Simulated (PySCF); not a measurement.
# Deuteron quadrupole couplings in `CC(=S)C1C[SiH2]C1`

Compound: C5H10SSi.
Z-matrix (Å and degrees, PBE0-D3(BJ)/def2-SVP geometry), rows numbered from 1:
```
C 
C   1  1.4976
S   2  1.6271  1  122.33
C   2  1.5072  1  114.51  3  -178.48
C   4  1.5451  2  118.77  1  -168.50
Si  5  1.8895  4   87.42  2  -145.01
C   4  1.5700  2  112.47  1    74.34
H   1  1.0963  2  111.54  3     7.12
H   1  1.1026  2  110.57  3   129.57
H   1  1.1039  2  109.32  3  -113.48
H   4  1.1056  2  107.35  1   -43.68
H   5  1.1028  4  109.15  2   -32.82
H   5  1.0983  4  115.78  2    89.77
H   6  1.4946  5  120.35  4   135.38
H   6  1.4956  5  114.19  4   -92.11
H   7  1.0985  4  116.46  2   -86.41
H   7  1.1024  4  110.00  2    38.34
```

Level: PBE0/pcSseg-1 (PySCF, non-relativistic); Q(2H) = 0.00286 b; rigid geometry, the same for H and D, with no vibrational averaging.

Problem. Rank these positions by the coupling χzz of a deuteron there, largest first.
A. H11 (methine hydrogen)
B. H12 (methylene hydrogen)
C. H8 (methyl hydrogen)
D. H14 (Si–H hydrogen)
E. H16 (methylene hydrogen)

Solution. E (203 kHz), C (197 kHz), B (192 kHz), A (187 kHz), D (94 kHz).

Problem. Tabulate Vzz, the asymmetry η and χzz = 234.96 MHz × Q × Vzz for every hydrogen position.

Solution. 
| atom | bonded to | bond length (Å) | Vzz (au) | η | χzz (kHz) |
| --- | --- | --- | --- | --- | --- |
| H8 | C1 | 1.096 | 0.2939 | 0.02 | 197 |
| H9 | C1 | 1.103 | 0.2873 | 0.03 | 193 |
| H10 | C1 | 1.104 | 0.2864 | 0.04 | 192 |
| H11 | C4 | 1.106 | 0.2782 | 0.06 | 187 |
| H12 | C5 | 1.103 | 0.2860 | 0.06 | 192 |
| H13 | C5 | 1.098 | 0.3031 | 0.05 | 204 |
| H14 | Si6 | 1.495 | 0.1396 | 0.01 | 94 |
| H15 | Si6 | 1.496 | 0.1399 | 0.01 | 94 |
| H16 | C7 | 1.098 | 0.3025 | 0.05 | 203 |
| H17 | C7 | 1.102 | 0.2915 | 0.05 | 196 |

Problem. Average by the element that carries the hydrogen.

Solution. on C: 196 kHz over 8 positions, mean bond length 1.101 Å; on Si: 94 kHz over 2 positions, mean bond length 1.495 Å.

Problem. How does χzz go with the bond length over the 8 C–H bonds?

Solution. A straight-line fit has a slope of -15.1 kHz for each 0.01 Å, with a correlation coefficient of -0.84, over lengths from 1.096 to 1.106 Å. The longer bonds have the smaller couplings here.

Problem. A static deuteron (I = 1) shows a doublet split by (3/2)χ, (3/4)χ(1 + η) and (3/4)χ(1 − η) with the field along z, y and x of the gradient. What are these for H11?

Solution. With |χ| = 186.9 kHz and η = 0.056: 280, 148 and 132 kHz, to first order and without motion.

The structure is a single PBE0-D3(BJ)/def2-SVP conformer in the gas phase; no vibrational or solvent corrections. With so small a basis the couplings can be 20 % off.
